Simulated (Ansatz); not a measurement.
`F[Si@H]1C[C@@H]1Cl` → `F[C@H]1C[Si@@H]1Cl`  (isomerisation)

Program: Ansatz. Geometries: PBE0-D4/def2-TZVP. ΔE: electronic, gas phase. CCSD(T)/CBS adds triple-zeta CCSD(T) − MP2 to the extrapolated MP2 energy (def2 sets, frozen cores). DFT in def2-TZVPP.

| level | ΔE (kJ/mol) | difference from CCSD(T)/CBS |
| --- | --- | --- |
| PBE-D4 | 52.9 | -16.0 |
| r2SCAN-D4 | 58.0 | -10.9 |
| ωB97X-V | 59.9 | -9.0 |
| B2PLYP | 65.4 | -3.5 |
| r2SCAN | 57.9 | -11.0 |
| PBE0 | 55.3 | -13.6 |
| CCSD(T)/def2-TZVPP | 66.6 | -2.3 |
| HF/def2-QZVPP | 66.2 | -2.7 |
| MP2/CBS(def2) | 76.1 | 7.2 |
| CCSD/CBS(def2) | 69.4 | 0.5 |
| CCSD(T)/CBS | 68.9 | 0 |

Largest T1 diagnostic among the species: 0.011.

From PBE to PBE0 (25 % exact exchange), in def2-TZVPP and without D4, ΔE moves by +3.2 kJ/mol.
